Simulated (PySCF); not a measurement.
Compound: CrO4 (charge -2 and singlet state).
Geometry (PBE0-D3(BJ)/def2-TZVP, Å), atoms numbered from 1 in this order:
```xyz
5
CrO4 angstrom
O     -0.3576    1.3805   -0.7374
Cr     0.0651    0.0053    0.0518
O     -1.1058   -1.1251   -0.1555
O      0.2430    0.3221    1.6526
O      1.4817   -0.5594   -0.5538
```

The calculation used PBE0-D3(BJ)/def2-TZVP geometry optimisation, gas phase in PySCF 2.14.0.

**Question.** Which atoms are bound to Cr2, and at what distances?

**Answer.** 4 atoms: O3 1.641 Å, O5 1.641 Å, O1 1.641 Å, O4 1.641 Å.

**Question.** List the angles at Cr2.

**Answer.** 
```csv
angle,degrees,distance of the outer atoms (Å)
O1–Cr2–O4,109.6,2.68
O3–Cr2–O4,109.5,2.68
O1–Cr2–O5,109.5,2.68
O4–Cr2–O5,109.4,2.68
O1–Cr2–O3,109.4,2.68
O3–Cr2–O5,109.4,2.68
```

**Question.** What is the shape at Cr2?

**Answer.** Tetrahedral: angles from 109.4° to 109.6°; τ4 = (360° − α − β)/141° = 1.00 with α and β the two widest (0 for a square, 1 for a tetrahedron).

**Question.** What are the rotational constants (commonest isotopes, rigid rotor)?

**Answer.** A = 4404, B = 4399, C = 4398 MHz: a spherical top.

Point group: Td (tolerance 0.08 Å). Charge -2, singlet. Geometry: PBE0-D3(BJ)/def2-TZVP; no solvent, vibrations or thermal averaging. Whether so highly charged an anion holds all its electrons in the gas phase wasn't checked; a finite basis holds them in any case. No counter-ion or solvent screens the charge of this multiply charged ion. Stationary, but not proved a minimum.
The closed-shell solution of the metal species wasn't tested for stability.
